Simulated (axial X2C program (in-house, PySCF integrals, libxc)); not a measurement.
Values are calculated unless marked as measured or tabulated.
**PbBr⁺: input and output**

Program: an in-house relativistic program for diatomic molecules.

Input file and command:
```json
{
 "zs": [
  82,
  35
 ],
 "q": 1,
 "bas": [
  "dyall-cv3z",
  "dyall-cv3z"
 ],
 "levels": [
  "PBE0",
  "HF",
  "PBE"
 ],
 "cc": true,
 "r0": 2.58,
 "thr": -1.0,
 "nmax": 90,
 "npts": 10,
 "nst": 2,
 "ntry": 6
}
```
```bash
python so2c.py task.json out
```

Keys: zs atomic numbers; q charge; bas basis sets; levels methods; cc coupled cluster on or off; r0 starting distance in Å; thr threshold in hartree for freezing inner shells (an s shell follows its p shell); nmax most natural virtual spinors; npts points on the curve; nst determinants followed; ntry starts of the search. HF also brings MP2.

Output of the PBE step, spin-free, at R = 2.484 Å for the state M_S = 0, Λ = 0. It starts from PBE0 orbitals of this distance.

```
spin-free X2C-1e  PBE
basis functions 264  fitting functions 1435  grid points 5801
iter        total energy     max residual
   1     -23492.101922289     2.03e-01
   2     -23492.105628132     9.61e-03
   3     -23492.090092553     2.47e-02
   4     -23492.107452753     5.34e-03
   5     -23492.108338279     7.61e-04
   6     -23492.108354337     3.99e-04
   7     -23492.108360787     1.50e-05
   8     -23492.108360788     1.05e-05
converged
one-electron -33387.88552816  Coulomb 9771.96855398  exact exchange 0.00000000  xc functional -487.59983884  nuclear repulsion 611.40845223
```
Energies are in hartree; totals compare only within one Hamiltonian and basis.
